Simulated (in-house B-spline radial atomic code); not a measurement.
**LDA exchange-only excitations of Cu II (Cu+)**

Method: LDA exchange-only. Computed with an all-electron radial atomic-structure program (B-spline basis): linear response of the closed shell [Ar] 3d10 with the functional's adiabatic kernel; scalar-relativistic (spin-free one-electron X2C), finite nucleus, no spin-orbit coupling, no double excitations, S, P, D and F terms only. Only terms of natural parity with L up to 3 were computed.

Command:
```bash
python run_td.py task.json out
```
Settings (radii: box in bohr, nucleus in fm):
```
Z                        29
electrons                28
configuration            [Ar] 3d10
hamiltonian              x2c
method                   lda,
box_radius               41.61
rms_radius               3.8823
intervals                75
```

Time taken, with all properties: 1.5 s on 1 thread of Arm Neoverse N1, with other jobs on the host.

The lowest states, in the order of their Tamm-Dancoff energies; the method's threshold (minus the highest occupied level) is 12.625 eV. Labels give the largest channel, * marks a mixed state, and oscillator strengths are full-response dipole values. Semilocal kernels can invert the small singlet-triplet splittings of Rydberg terms. Energies in eV:

| state | full response | Tamm-Dancoff | oscillator strength |
| --- | --- | --- | --- |
| 3d → 4s 3D | 0.925 | 1.048 | - |
| 3d → 4s 1D | ? | ? | - |
| 3d → 4p 3P | 6.152 | 6.206 | - |
| 3d → 4p 3F | 6.386 | 6.408 | - |
| 3d → 4p 1F | 6.670 | 6.673 | - |
| 3d → 4p 1P | 7.222 | 7.303 | 0.332 |
| 3d → 5s 3D | ? | ? | - |
| 3d → 5s 1D | 9.787 | 9.789 | - |
| 3d → 4d 3S | 10.624 | 10.641 | - |
| 3d → 5p 3P | 10.667 | 10.672 | - |

**Question.** Where does 3d → 5s 3D lie?

**Answer.** At 9.721 eV in full response, 9.724 eV in Tamm-Dancoff.

**Question.** Where does 3d → 4s 1D lie?

**Answer.** At 1.661 eV in full response, 1.689 eV in Tamm-Dancoff.

**Question.** How large is the singlet-triplet splitting of 3d → 4s (D terms) in Tamm-Dancoff?

**Answer.** 0.64 eV, from the unrounded values.

**Question.** What polarisabilities and dispersion coefficient does the method give?

**Answer.** Dipole 8.904 bohr³, quadrupole 90.3 bohr⁵, C6 30.72 hartree·bohr⁶ for two such species.
